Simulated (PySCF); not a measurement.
CdH₂OS. Atoms are numbered in the order given.

```xyz
5

Cd     0.2117    -0.1869    -0.0602
O      1.7576    -1.3245    -0.5029
H      1.7031    -2.1863    -0.0747
S     -1.5596     1.2483     0.3472
H     -0.9714     1.7836     1.4324
```

The structure is a stationary point at r2SCAN-D4/def2-TZVP. The def2 effective core potentials stand for the cores of Cd; spin–orbit coupling is left out. Other conformers were not sampled.

The numbers are results of PySCF with PBE0/def2-TZVPD, not measurements.

Mulliken values depend strongly on the basis, most of all with diffuse functions as here. ESP charges are fitted to the potential on shells at 1.4 to 2.0 van der Waals radii. Atomic charges (e):

```tsv
atom	Mulliken	ESP fit
Cd1	0.79	0.69
O2	-0.75	-0.69
H3	0.31	0.29
S4	-0.54	-0.42
H5	0.20	0.13
```
